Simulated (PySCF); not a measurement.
A structure optimised at B3LYP-D3(BJ)/def2-SVP, used in a PySCF frequency run:

```xyz
10

N     -1.2124    -1.2909    -0.3996
Ge     0.0031    -0.0067     0.0153
N      1.4834    -0.5849     0.8849
O     -0.6692     1.2460     1.0628
F      0.3681     0.7240    -1.5359
H     -1.3418    -1.4445    -1.3969
H     -1.0844    -2.1776     0.0819
H      2.2196    -0.9594     0.2905
H      1.8759     0.1090     1.5189
H     -1.6237     1.3341     0.9385
```
Charge 0, spin multiplicity 1.

Q: Write its SMILES and formula.

A: [NH2][Ge]([NH2])([OH])[F], FGeH₅N₂O

Q: What are its rotational constants (standard atomic weights)?

A: 3.5486, 3.2103, 3.1917 GHz
